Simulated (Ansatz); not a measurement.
All values below come from frozen-core CCSD(T)/def2-TZVPP // BP86-D3(BJ)/def2-SVP (Ansatz, a first-principles code).

Ansatz 0.2 input:
```yaml
crystal:
  periodic: [false, false, false]
  atoms:
    - { symbol: Sc, position_ang: [-0.039256, 0.032735, -0.041408] }
    - { symbol: F, position_ang: [-0.571072, 1.74848, -0.404487] }
    - { symbol: F, position_ang: [0.817826, -0.346404, 1.532815] }
    - { symbol: F, position_ang: [-0.387513, -1.306546, -1.242549] }
basis:
  gaussian: { orbitals: def2-TZVPP }
correlation:
  method: ccsd_t
```

Output:

```
Functional definition: HF
1060 factors; integrals over basis functions are off by at most 8.5e-4 eV
mean field evaluation 1: about -28797.2668 eV, gradient 5.9e1 eV
mean field evaluation 2: about -28797.3300 eV, gradient 5.9e1 eV
mean field evaluation 4: about -28802.8190 eV, gradient 1.7e0 eV
mean field evaluation 8: about -28802.8675 eV, gradient 1.2e-1 eV
mean field evaluation 16: about -28802.7029 eV, gradient 1.7e0 eV
mean field -28802.86759922 eV, -1058.4858609866 hartree, gradient 5.7e-6 eV, S^2 0.000000; 0 other end points of the search recorded, 0 dependent functions left out
8 core orbitals not correlated
reference -28802.86759922 eV, -1058.4858609866 hartree; 16, 16 occupied and 133, 133 virtual orbitals, 1060 factors
second order -28.62557570 eV of doubles, -0.00000000 eV of singles
cycle   1  -27.97648933 eV  change    6.5e-1 eV  update   1.5e-1
cycle   2  -28.61503775 eV  change   -6.4e-1 eV  update   6.3e-2
cycle   3  -28.77944063 eV  change   -1.6e-1 eV  update   2.6e-2
cycle   4  -28.77335481 eV  change    6.1e-3 eV  update   8.0e-3
cycle   5  -28.75992357 eV  change    1.3e-2 eV  update   2.6e-3
cycle   6  -28.76057758 eV  change   -6.5e-4 eV  update   9.4e-4
cycle   7  -28.76078492 eV  change   -2.1e-4 eV  update   3.0e-4
cycle   8  -28.76056171 eV  change    2.2e-4 eV  update   1.0e-4
cycle   9  -28.76060492 eV  change   -4.3e-5 eV  update   4.1e-5
cycle  10  -28.76065017 eV  change   -4.5e-5 eV  update   1.2e-5
cycle  11  -28.76062472 eV  change    2.5e-5 eV  update   5.4e-6
perturbative correction -0.91894950 eV, -0.0337707713 hartree
Total energy: -28832.54717344 eV, -1059.5765652215 hartree
```

Cost: about 100 core-seconds (a rough figure).
